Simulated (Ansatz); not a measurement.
`[NH2][Y]([NH2])[Cl]` + HCl → `[NH2][Y]([Cl])[Cl]` + NH₃ at 500 K and 1 bar (ligand exchange at a Y–N bond).

Computed with Ansatz on PBE0-D4/def2-TZVP structures; ΔE is electronic, products minus reactants. CCSD(T)/CBS adds triple-zeta CCSD(T) − MP2 to the extrapolated MP2 energy (def2 sets, frozen cores). This one scheme is used for every species. Elements past krypton have def2 core potentials. For Y outer-core shells are correlated without core-valence functions, which leaves a few kJ/mol of doubt a bond. One conformer a species, not always the lowest.

```csv
species,CCSD(T)/CBS energy (Eh),H − E (kJ/mol),S (J/(mol·K))
`[NH2][Y]([NH2])[Cl]`,-610.00739,176.2,424.7
HCl,-460.38127,32.5,201.9
`[NH2][Y]([Cl])[Cl]`,-1013.93151,109.7,412.7
NH₃,-56.50880,108.2,211.8
```

H − E and S are ideal-gas, rigid-rotor, harmonic terms from PBE0-D4/def2-TZVP, for one conformer and one mirror image of each species. 1 Eh = 2625.50 kJ/mol, R = 8.31446 J/(mol·K).

Task: By hand: ΔE, ΔH, ΔS and ΔG.

Result: ΔE = (-1013.93151) + (-56.50880) − (-610.00739) − (-460.38127) = -0.05165 Eh = -135.6 kJ/mol. Δ(H − E) = 109.7 + 108.2 − 176.2 − 32.5 = 9.2, so ΔH = -126.4 kJ/mol. ΔS = 412.7 + 211.8 − 424.7 − 201.9 = -2.1 J/(mol·K). ΔG = -126.4 − 500 × (-2.1)/1000 = -125.4 kJ/mol.

Task: By hand: the equilibrium constant, and the temperature at which ΔG would vanish if ΔH and ΔS stayed fixed.

Result: log₁₀ K = −ΔG/(RT ln 10) = 13.1. ΔG = 0 at ΔH/ΔS = 60190 K, far beyond where these terms or the molecules hold.

The number of gas molecules stays the same, so ΔS is small and ΔH decides. A doubt of 5 kJ/mol in ΔE shifts log₁₀ K by 0.5 here. Other conformers and mirror images would add mixing entropy, several J/(mol·K) or more a flexible species. Modes under 60 cm⁻¹, often nearly free rotors, make the harmonic entropy too high. These are equilibria of isolated gas molecules and say nothing of rates. Largest T1 diagnostic: 0.011 (customary marks: 0.02 for closed shells, 0.045 for open ones).
